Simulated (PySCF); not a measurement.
**Correlation energy of B (boron, neutral)**

[He] 2s1 2p1 3d1, one real determinant (an excited configuration). Calculation: PySCF 2.14, in x2c-QZVPPall with one added diffuse shell each of s, p, d, f type (8s5p4d3f1g, 73 functions); the spin-free X2C one-electron Hamiltonian (Gaussian nucleus). Frozen: nothing; 5 electrons correlated.

| level | correlation energy (mhartree) |
| --- | --- |
| CCSD | -30.43 |
| (T) | -0.20 |
| CCSD(T) | -30.63 |

Diagnostics: T1 = 0.0068, D1 = 0.0202, largest double amplitude 0.040.

The real determinant used has ⟨L²⟩ near 8 against 12 for a pure F term, so it mixes terms. The outer electron is Rydberg-like, and this basis confines it to a smaller radius and binds it less than a complete one would.

Cost of the coupled-cluster step: roughly 70 core-seconds, for 5 correlated electrons.

The reference is one real determinant that mixes LS terms of this configuration.

This basis was not built for core-valence correlation, so the inner-shell part is incomplete.
